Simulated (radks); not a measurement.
Problem. The arsenic ion As3+, configuration [Ar] 3d10 4s2. Calculated with a radial shooting solver on a logarithmic mesh with Libxc functionals: Dirac Kohn-Sham, PBE, spin-unpolarised, spherical densities, finite nucleus; Fermi nuclear charge, rms radius 4.0968 fm.

Spin-orbit splittings of the eigenvalues, e(l+1/2) - e(l-1/2), with zeta = 2 splitting/(2l+1) and mean radii in bohr:

| shell | occ. | splitting (eV) | zeta (eV) | <r> j=l-1/2 | <r> j=l+1/2 |
|---|---|---|---|---|---|
| 2p | 6 | ? | ? | 0.1746 | 0.1783 |
| 3p | 6 | 5.028 | 3.352 | 0.6095 | 0.6200 |
| 3d | 10 | 0.7344 | 0.2938 | 0.6695 | 0.6740 |
| 4p | 0 | 0.4732 | 0.3154 | 1.999 | 2.025 |
| 4d | 0 | 0.04528 | 0.01811 | 2.874 | 2.882 |

Estimate the 2p splitting.

Solution. 36.57 eV (zeta = 24.38 eV).
